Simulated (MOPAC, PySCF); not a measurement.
[Zn(SH)2], neutral singlet in the gas phase. 

Cartesian coordinates (Å):
```xyz
5

Zn    -0.0472     0.0782     0.1341
S     -2.0099     0.4029    -0.7587
H     -2.6374     0.1972     0.4370
S      1.9227    -0.2638     1.0045
H      2.0860     1.0662     1.2696
```
Charge 0, multiplicity 1.

All levels are single points at this geometry (BP86-D3(BJ)/def2-SVP); Pople sets use spherical d functions. Orbital energies aren't observables, and empty levels follow the basis.

```tsv
level	HOMO (eV)	LUMO (eV)	gap (eV)	dipole (D)	vertical IE, Delta-SCF (eV)
PBE-D3(BJ)/def2-TZVP in PySCF	-6.31	-1.90	4.41	0.96	–
TPSSh-D3(BJ)/def2-TZVP in PySCF	-6.86	-1.40	5.46	0.97	–
B3LYP/3-21G in PySCF	-7.32	-1.45	5.88	1.52	–
B3LYP/6-311+G** (LANL2DZ on Zn) in PySCF	-7.28	-1.66	5.62	1.15	–
M06-2X/6-31G* (LANL2DZ on Zn) in PySCF	-8.63	-0.71	7.92	1.25	–
PBE/6-31G* (LANL2DZ on Zn) in PySCF	-6.27	-2.06	4.21	1.26	–
HF/3-21G in PySCF	-10.46	1.15	11.61	1.61	–
AM1 in MOPAC	-10.06	-1.26	8.81	2.26	–
PM3 in MOPAC	-10.25	-1.92	8.33	2.00	–
```
